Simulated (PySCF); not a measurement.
C3H9NSi2, SMILES [SiH2]1N[SiH2]C=C1C. Heavy atoms are numbered as in [CH3:1][C:2]1=[CH:3][SiH2:4][NH:5][SiH2:6]1. Hydrogens are named by the atom that carries them.

Geometry optimised at B3LYP-D3(BJ)/def2-SVP. This is a generated structure with no PubChem entry under its InChIKey; it may be hypothetical.

Computed with PBE/pcSseg-1 (PySCF).

GIAO shieldings, no solvent; atoms alike by connectivity are averaged. δ = σ(ref) − σ: ¹³C against TMS (σ = 182.0 ppm); ²⁹Si against TMS (σ = 335.4 ppm); ¹⁵N against NH3 (σ = 267.0 ppm); ¹H against TMS (σ = 31.49 ppm), references at their B3LYP-D3(BJ)/def2-TZVP geometries, non-relativistic.

```json
[
 {"atoms": "C2", "nucleus": "¹³C", "count": "1", "δ (ppm)": "(withheld)"},
 {"atoms": "C3 (CH)", "nucleus": "¹³C", "count": "1", "δ (ppm)": "146.7"},
 {"atoms": "C1 (CH3)", "nucleus": "¹³C", "count": "1", "δ (ppm)": "29.4"},
 {"atoms": "Si4 (SiH2)", "nucleus": "²⁹Si", "count": "1", "δ (ppm)": "-23.6"},
 {"atoms": "Si6 (SiH2)", "nucleus": "²⁹Si", "count": "1", "δ (ppm)": "(withheld)"},
 {"atoms": "N5 (NH)", "nucleus": "¹⁵N", "count": "1", "δ (ppm)": "(withheld)"},
 {"atoms": "H on C3", "nucleus": "¹H", "count": "1", "δ (ppm)": "7.05"},
 {"atoms": "H on Si4", "nucleus": "¹H", "count": "2", "δ (ppm)": "5.78"},
 {"atoms": "H on Si6", "nucleus": "¹H", "count": "2", "δ (ppm)": "5.67"},
 {"atoms": "H on C1", "nucleus": "¹H", "count": "3", "δ (ppm)": "(withheld)"},
 {"atoms": "H on N5", "nucleus": "¹H", "count": "1", "δ (ppm)": "(withheld)"}
]
```

Q: Some entries are withheld; supply them. (Estimate from the structure and the level; the computed values follow.)

A: 
- Si6 (SiH2), δ (ppm): -26.5
- N5 (NH), δ (ppm): 7.0
- H on C1, δ (ppm): 2.53
- C2, δ (ppm): 169.9
- H on N5, δ (ppm): -0.25
